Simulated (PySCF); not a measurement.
Ligands exchanged one at a time, Ga CH3-SH. Gas-phase values, no solvent. One relaxed conformer stands for each flexible species; it need not be the lowest. Strings in code marks are SMILES.

The four lowest singlet excitations (Tamm–Dancoff). Level of theory: B3LYP-D3(BJ)/def2-TZVP in PySCF. B3LYP has the VWN-RPA correlation part, as in Gaussian. Excitations are Tamm–Dancoff values on a coarser integration grid. The basis has no diffuse functions, so Rydberg states are missing or too high.

| state | energy (eV) | wavelength (nm) | oscillator strength |
|---|---|---|---|
| S1 | 5.41 | 229 | 0.047 |
| S2 | 5.47 | 227 | 0.025 |
| S3 | 5.93 | 209 | 0.000 |
| S4 | 5.96 | 208 | 0.001 |

Identify which member gives these states.
A) `[CH3][Ga]([CH3])[CH3]`
B) `[SH][Ga]([SH])[SH]`
C) `[CH3][Ga]([SH])[SH]` (S–Ga–S–H torsion -180°, S–Ga–S–H torsion 180°)

C, `[CH3][Ga]([SH])[SH]` (S–Ga–S–H torsion -180°, S–Ga–S–H torsion 180°)
